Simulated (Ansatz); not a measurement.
Cd₃Te₃⁺. Charge 1, multiplicity 2. Geometry PBE-D4/def2-SVP, that of the neutral singlet; atoms count from 1.

```xyz
6

Cd   -0.254   -1.017   -1.585
Cd    1.375    0.563    0.535
Cd   -1.048    2.470    0.524
Te    2.080    0.220   -2.103
Te   -0.029   -1.115    2.234
Te   -2.124   -1.122    0.395
```

In the def2 sets Cd, Te take a core potential; there is no spin–orbit coupling. The structure comes from a short search, and lower isomers may exist.

(1) Estimate the Mulliken populations from the PBE0/def2-TZVP orbitals of Ansatz.

(2) Where does the spin sit?

(3) And the Mayer bond orders between heavy atoms (over 0.3)?

Answers

(1) 
```
atom  charge (e)  spin (α − β)  d electrons
 Cd1        0.52          0.01         9.99
 Cd2        0.48          0.01        10.00
 Cd3        0.20         -0.01        10.00
 Te4       -0.26          0.00            –
 Te5        0.09          0.66            –
 Te6       -0.02          0.34            –
```
Mulliken values depend strongly on the basis.

(2) Summed by element: Cd 0.01, Te 0.99, of 1 unpaired in all. Largest on single atoms: Te5 0.66, Te6 0.34, Cd1 0.01.

(3) Cd1–Te4 1.05 (2.69 Å); Cd1–Te6 0.70 (2.73 Å); Cd2–Cd3 0.43 (3.08 Å); Cd2–Te4 0.90 (2.75 Å); Cd2–Te5 0.61 (2.77 Å); Te5–Te6 1.49 (2.79 Å).
